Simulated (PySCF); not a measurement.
Radial density of Co²⁺ (cobalt, charge +2)

UHF, [Ar] 3d6 4s1, 4s spin antiparallel (an excited configuration). Computed with PySCF 2.14 in aug-cc-pVQZ (9s8p6d4f3g2h, 140 functions), with no relativity, point nucleus.

```json
{"r (bohr)": "0.000956", "4πr²ρ (e/bohr)": "0.1459", "4πr²(ρα − ρβ)": "-0.0001"}
{"r (bohr)": "0.00161", "4πr²ρ (e/bohr)": "0.3986", "4πr²(ρα − ρβ)": "-0.0002"}
{"r (bohr)": "0.00271", "4πr²ρ (e/bohr)": "1.063", "4πr²(ρα − ρβ)": "-0.0006"}
{"r (bohr)": "0.00455", "4πr²ρ (e/bohr)": "2.722", "4πr²(ρα − ρβ)": "-0.0015"}
{"r (bohr)": "0.00766", "4πr²ρ (e/bohr)": "6.515", "4πr²(ρα − ρβ)": "-0.0036"}
{"r (bohr)": "0.0129", "4πr²ρ (e/bohr)": "13.92", "4πr²(ρα − ρβ)": "-0.0075"}
{"r (bohr)": "0.0217", "4πr²ρ (e/bohr)": "24.64", "4πr²(ρα − ρβ)": "-0.0120"}
{"r (bohr)": "0.0364", "4πr²ρ (e/bohr)": "32.25", "4πr²(ρα − ρβ)": "-0.0110"}
{"r (bohr)": "0.0613", "4πr²ρ (e/bohr)": "28.59", "4πr²(ρα − ρβ)": "0.0036"}
{"r (bohr)": "0.103", "4πr²ρ (e/bohr)": "26.65", "4πr²(ρα − ρβ)": "0.0315"}
{"r (bohr)": "0.173", "4πr²ρ (e/bohr)": "36.48", "4πr²(ρα − ρβ)": "0.2497"}
{"r (bohr)": "0.292", "4πr²ρ (e/bohr)": "22.92", "4πr²(ρα − ρβ)": "1.4499"}
{"r (bohr)": "0.490", "4πr²ρ (e/bohr)": "15.45", "4πr²(ρα − ρβ)": "3.7039"}
{"r (bohr)": "0.825", "4πr²ρ (e/bohr)": "16.06", "4πr²(ρα − ρβ)": "3.9243"}
{"r (bohr)": "1.39", "4πr²ρ (e/bohr)": "4.068", "4πr²(ρα − ρβ)": "1.1335"}
{"r (bohr)": "2.33", "4πr²ρ (e/bohr)": "0.7410", "4πr²(ρα − ρβ)": "-0.3979"}
{"r (bohr)": "3.93", "4πr²ρ (e/bohr)": "0.1016", "4πr²(ρα − ρβ)": "-0.0992"}
{"r (bohr)": "6.60", "4πr²ρ (e/bohr)": "0.0008507", "4πr²(ρα − ρβ)": "-0.0008"}
```

With the s spin flipped the determinant is a mixture of two multiplicities, not a spectroscopic state.
